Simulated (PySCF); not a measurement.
This script is equivalent to a calculation on Kr(3+) (krypton, charge +3).

```python
from pyscf import gto, scf, dft, mp, cc
import basis_set_exchange as bse
txt = bse.get_basis("aug-cc-pVQZ-PP", elements=["Kr"], fmt="nwchem", header=False, augment_diffuse=1)
cut = txt.index("\nECP")
mol = gto.M(atom="Kr 0 0 0", charge=3, spin=3, symmetry="D2h",
            basis=gto.basis.parse(txt[:cut]),
            ecp={"Kr": gto.basis.parse_ecp(txt[cut:])})
mf = dft.UKS(mol, xc="MN15")
mf.irrep_nelec = {'Ag': (4, 4), 'B1g': (1, 1), 'B2g': (1, 1), 'B3g': (1, 1), 'B1u': (2, 1), 'B2u': (2, 1), 'B3u': (2, 1)}
mf.kernel()
```

What total energy does it give?

-461.374 hartree (calculated).

Which occupied shell lies highest, and where?

4p α, at -46.893 eV.

What is ⟨S²⟩, and what would a pure spin state give?

3.750, against 3.75.

Energies and moments cover only the electrons outside the core potential.
